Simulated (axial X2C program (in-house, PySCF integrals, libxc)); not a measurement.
Ω levels of BrFeBr from open-shell CI on d6 s0 p(π)0

Calculated with an axial X2C code built on PySCF integrals: two-component X2C with atomic mean-field Coulomb and Gaunt terms, basis Br dyall-v3z, Fe dyall-v3z (cores contracted in-house). Orbitals come from Hartree–Fock averaged over the configuration Fe d6 s0 p(π)0; CI then distributes these electrons over the d, s, p(π) shells of Fe.

Br–Fe–Br held linear, both bonds 2.349 Å (near the minimum of the configuration average).

Active spinors (ω > 0):

```tsv
shell	ω	ε (eV)	character
d	3/2	-9.22	100% Fe d
d	5/2	-9.11	100% Fe d
d	1/2	-8.75	97% Fe d
d	3/2	-8.66	97% Fe d
d	1/2	-8.44	91% Fe d, 6% Fe s
s	1/2	0.83	79% Fe s, 12% Fe d
p(π)	1/2	1.14	93% Fe p
p(π)	3/2	1.17	93% Fe p
```

Lowest levels of this model:

```json
{"Ω": "4", "energy (cm⁻¹)": "0", "g∥": "12.01", "configuration": "100% d6"}
{"Ω": "3", "energy (cm⁻¹)": "167", "g∥": "8.01", "configuration": "100% d6"}
{"Ω": "2", "energy (cm⁻¹)": "339", "g∥": "4.01", "configuration": "100% d6"}
{"Ω": "1", "energy (cm⁻¹)": "515", "g∥": "0.01", "configuration": "100% d6"}
{"Ω": "0", "energy (cm⁻¹)": "695", "g∥": "0.00", "configuration": "100% d6"}
{"Ω": "0", "energy (cm⁻¹)": "696", "g∥": "0.00", "configuration": "100% d6"}
{"Ω": "0", "energy (cm⁻¹)": "3366", "g∥": "0.00", "configuration": "100% d6"}
{"Ω": "1", "energy (cm⁻¹)": "3369", "g∥": "3.19", "configuration": "100% d6"}
{"Ω": "2", "energy (cm⁻¹)": "3375", "g∥": "6.47", "configuration": "100% d6"}
{"Ω": "3", "energy (cm⁻¹)": "3377", "g∥": "10.00", "configuration": "100% d6"}
{"Ω": "0", "energy (cm⁻¹)": "3743", "g∥": "0.00", "configuration": "100% d6"}
{"Ω": "1", "energy (cm⁻¹)": "3765", "g∥": "4.40", "configuration": "100% d6"}
{"Ω": "2", "energy (cm⁻¹)": "3901", "g∥": "7.53", "configuration": "100% d6"}
{"Ω": "1", "energy (cm⁻¹)": "4105", "g∥": "4.41", "configuration": "100% d6"}
{"Ω": "0", "energy (cm⁻¹)": "4131", "g∥": "0.00", "configuration": "100% d6"}
{"Ω": "3", "energy (cm⁻¹)": "21901", "g∥": "7.97", "configuration": "100% d6"}
{"Ω": "4", "energy (cm⁻¹)": "21987", "g∥": "10.00", "configuration": "100% d6"}
{"Ω": "2", "energy (cm⁻¹)": "22029", "g∥": "4.73", "configuration": "100% d6"}
{"Ω": "0", "energy (cm⁻¹)": "22155", "g∥": "0.00", "configuration": "100% d6"}
{"Ω": "3", "energy (cm⁻¹)": "22289", "g∥": "6.04", "configuration": "100% d6"}
{"Ω": "0", "energy (cm⁻¹)": "22411", "g∥": "0.00", "configuration": "100% d6"}
{"Ω": "0", "energy (cm⁻¹)": "22595", "g∥": "0.00", "configuration": "100% d6"}
{"Ω": "5", "energy (cm⁻¹)": "22850", "g∥": "12.00", "configuration": "100% d6"}
{"Ω": "4", "energy (cm⁻¹)": "23070", "g∥": "8.03", "configuration": "100% d6"}
{"Ω": "6", "energy (cm⁻¹)": "24569", "g∥": "14.00", "configuration": "100% d6"}
{"Ω": "5", "energy (cm⁻¹)": "24784", "g∥": "10.02", "configuration": "100% d6"}
{"Ω": "4", "energy (cm⁻¹)": "24990", "g∥": "6.12", "configuration": "100% d6"}
```

g∥ is the magnitude of 2⟨Lz + ge Sz⟩ for the +Ω component.

Q: From Ω and g∥ of the lowest level, whose 2⟨Lz + ge Sz⟩ is positive, find ⟨Sz⟩ and ⟨Lz⟩ (ge = 2.0023).

A: Ω = ⟨Lz⟩ + ⟨Sz⟩ = 4 and ⟨Lz⟩ + ge⟨Sz⟩ = 6.005, so ⟨Sz⟩ = 2.00 and ⟨Lz⟩ = 2.00.

Occupations of the active spinors in the lowest level by ω, shell by shell in order of energy: -5/2: 0.00; -3/2: 0.99 0.01 0.00; -1/2: 0.97 0.03 0.00 0.00; 1/2: 0.04 0.96 0.00 0.00; 3/2: 1.00 1.00 0.00; 5/2: 1.00. The leading determinant has weight 0.93 among 419.

This point took 6.8 s on 1 thread of Arm Neoverse N1 (shared host).

Dynamic correlation is missing, so gaps between terms are too wide and other configurations may lie lower; the lowest level listed is that of this model, not necessarily the ground state. For d shells the ligand-field splittings (σ, π, δ) and their order can be off by a thousand cm⁻¹ or more. At most 4 roots were kept for each Ω > 0 (twice that for Ω = 0) within 3.2 eV of the lowest, so higher up levels can be missing between those listed; levels with Ω > 0 are doubly degenerate and listed once, Ω = 0 levels singly. States that fill the shells left empty in the average are placed too high. The molecule was held linear; bending was not examined.
